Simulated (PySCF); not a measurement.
Zn(NH2)(OSiH3) (H₅NOSiZn), SMILES [NH2][Zn][O][SiH3]. Heavy atoms are numbered as in [Zn:1]([NH2:2])[O:5][SiH3:6]. Hydrogens are named by the atom that carries them.

The structure is a stationary point at PBE0-D3(BJ)/def2-SVP. The structure was generated by enumeration; whether it is a known compound was not checked. One conformer was computed; it need not be the lowest.

All values below come from PySCF with PBE/pcSseg-1.

GIAO shieldings, no solvent; atoms alike by connectivity are averaged. δ = σ(ref) − σ: ¹⁵N against NH3 (σ = 267.0 ppm); ¹H against TMS (σ = 31.49 ppm); ¹⁷O against H2O (σ = 334.3 ppm); ²⁹Si against TMS (σ = 335.4 ppm), references at their B3LYP-D3(BJ)/def2-TZVP geometries, non-relativistic.

| atoms | nucleus | count | δ (ppm) |
|---|---|---|---|
| N2 (NH2) | ¹⁵N | 1 | -18.3 |
| H on Si6 | ¹H | 3 | … |
| H on N2 | ¹H | 2 | -0.40 |
| O5 | ¹⁷O | 1 | 11.8 |
| Si6 (SiH3) | ²⁹Si | 1 | … |

Fill in the missing entries. (Estimate from the structure and the level; the computed values follow.)


- Si6 (SiH3), δ (ppm): -38.6
- H on Si6, δ (ppm): 5.73
